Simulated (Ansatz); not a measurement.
CH8AlBSn, SMILES `C[BH][SnH2][AlH2]`, relaxed with RKS PBE-D4/def2-SVP in Ansatz from a rough embedded geometry. The force threshold is 0.03 eV/Å; the program also tests the step.

Charge 0, multiplicity 1. Sn takes the def2 core potential.

Start:

```xyz
12

C     0.358   -1.600    0.884
B    -0.854   -1.288   -0.044
Sn   -0.961    0.703   -0.956
Al    1.087    2.197   -0.143
H     0.363   -0.976    1.763
H     1.303   -1.575    0.356
H     0.232   -2.684    1.274
H    -1.735   -2.054   -0.245
H    -2.408    1.543   -0.383
H    -0.947    0.607   -2.676
H     2.180    2.708   -1.239
H     1.382    2.418    1.409
```

(1) How much energy does the relaxation release, and in how many steps? (Estimate.)

(2) Which bonds change most? (Best estimate.)

(3) Give the relaxed structure. (Best estimate.)

Results:

(1) Computed: 0.38 eV, in 34 steps, 3 of them rejected.

(2) Computed: B2–Sn3 from 2.192 to 2.259 Å; C1–H7 from 1.159 to 1.113 Å; B2–H8 from 1.184 to 1.221 Å; C1–H6 from 1.083 to 1.119 Å.

(3) Computed: 
```xyz
12

C    -0.140   -1.902    1.148
B    -0.279   -1.316   -0.289
Sn   -0.881    0.822   -0.705
Al    1.239    2.444   -0.592
H    -0.545   -1.302    1.986
H     0.958   -2.030    1.319
H    -0.539   -2.940    1.202
H     0.039   -2.002   -1.247
H    -2.001    1.380    0.504
H    -1.670    1.010   -2.238
H     1.926    3.034   -1.918
H     1.893    2.801    0.831
```
